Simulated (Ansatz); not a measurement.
Reaction (homolysis of the Ge–Si bond): `C[S][GeH2][SiH3]` → `C[S][GeH2]`• + `[SiH3]`•

Program: Ansatz. Geometries: PBE0-D4/def2-TZVP. ΔE: electronic, gas phase. CCSD(T)/CBS is the MP2 limit (def2-TZVPP, def2-QZVPP) plus CCSD(T) − MP2 in def2-TZVPP, frozen cores. This one scheme is used for every species. DFT in def2-TZVPP. Open shells (•) are unrestricted, without spin–orbit coupling. For Ge outer-core shells are correlated without core-valence functions, which leaves a few kJ/mol of doubt a bond. Scalar relativity is left out up to krypton. One conformer a species, not always the lowest.

| level | ΔE (kJ/mol) |
| --- | --- |
| B2PLYP | 289.0 |
| CCSD(T)/def2-TZVPP | 303.5 |

(1) What does CCSD(T)/CBS give? (Best estimate.)

Largest T1 diagnostic among the species: 0.015.

## Answers

(1) The calculation gave: +315.1 kJ/mol. The listed levels differ from it by -26.1, -11.6 kJ/mol.

In def2-TZVPP, CCSD(T) changes the Hartree–Fock value by +86.0 kJ/mol (the triples alone add +6.0 kJ/mol) and MP2 by +91.8 kJ/mol; breaking electron pairs costs correlation energy, which Hartree–Fock lacks. From PBE to PBE0 (25 % exact exchange), in def2-TZVPP and without D4, ΔE moves by +7.2 kJ/mol.
